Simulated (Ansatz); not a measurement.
This geometry of C2H7AsSi (11 atoms, charge 0, multiplicity 1) is a first-order saddle point.

Computed with Ansatz 0.2.0, RKS B3LYP/def2-SVP.

```xyz
11
Properties=species:S:1:pos:R:3
C -1.238 1.379 -0.425
As 0.237 0.407 0.421
C 0.328 -1.575 0.611
Si 1.149 -1.315 -1.132
H -1.828 1.929 0.321
H -0.827 2.061 -1.181
H -1.864 0.628 -0.925
H 0.834 -1.846 1.549
H -0.722 -1.901 0.636
H 2.542 -1.055 -0.540
H 1.454 1.230 0.686
```

Problem. Which two structures does it join? (They come from a converged band through this point; their orientation in space is the band's.)

Solution. Bonds broken: Si4–H11. Bonds formed: As2–H11.

Initial state:

```xyz
11
Properties=species:S:1:pos:R:3
C -1.122 1.402 -0.074
As 0.379 0.760 1.085
C 0.152 -1.254 0.708
Si 1.409 -0.616 -0.513
H -2.045 1.411 0.526
H -0.902 2.430 -0.397
H -1.278 0.775 -0.963
H 0.504 -1.870 1.544
H -0.851 -1.546 0.373
H 2.821 -1.037 -0.330
H 0.999 -0.513 -1.938
```

Final state:

```xyz
11
Properties=species:S:1:pos:R:3
C -1.193 1.325 -0.315
As 0.645 0.605 -0.254
C 0.288 -1.285 0.408
Si 1.266 -1.779 -1.160
H -1.714 1.171 0.639
H -1.153 2.399 -0.553
H -1.731 0.806 -1.121
H 0.695 -1.415 1.420
H -0.794 -1.477 0.390
H 2.643 -1.569 -0.516
H 1.112 1.162 1.082
```

Problem. How far does it lie above each of them?

Solution. 198.3 kJ/mol above the first and 80.8 kJ/mol above the second. This is the barrier of this one path; another mechanism may lie lower. The orbitals stay closed-shell, which can raise the energy where a bond breaks towards radicals; this wasn't checked here.

The run took 3.5 min on 2 threads of AMD EPYC 9R45 96-Core Processor (Zen 5) (shared host), peak memory 0.33 GiB.
